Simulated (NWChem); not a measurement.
C₂H₄O₃Si; SMILES [Si]1(C=CO1)(O)O

```xyz
10

O      1.2610     1.3708     0.2331
Si    -0.0296     0.3505     0.0841
O     -1.3327     1.3042    -0.2072
C     -0.2976    -1.1671     1.0810
C     -0.0032    -1.8046    -0.0689
O      0.2926    -0.8931    -1.0843
H      2.1328     0.9552     0.1651
H     -1.1437     2.1504    -0.6383
H     -0.5787    -1.5813     2.0370
H      0.0405    -2.8557    -0.3473
```
Atoms are numbered in this order, from 1.

Program: NWChem. Medium grid unless said otherwise, to which SCAN and Minnesota functionals are sensitive. Coordinates come from a B3LYP/6-31G* (spherical d) optimisation.

Q: Order these by “orbital gap (eV)”, lowest first: TPSSh/def2-SVP; Hartree-Fock/def2-SVP; M06-2X/def2-SVP; PBE/def2-SVP.

A: PBE/def2-SVP (4.43), TPSSh/def2-SVP (5.55), M06-2X/def2-SVP (9.01), Hartree-Fock/def2-SVP (13.63)
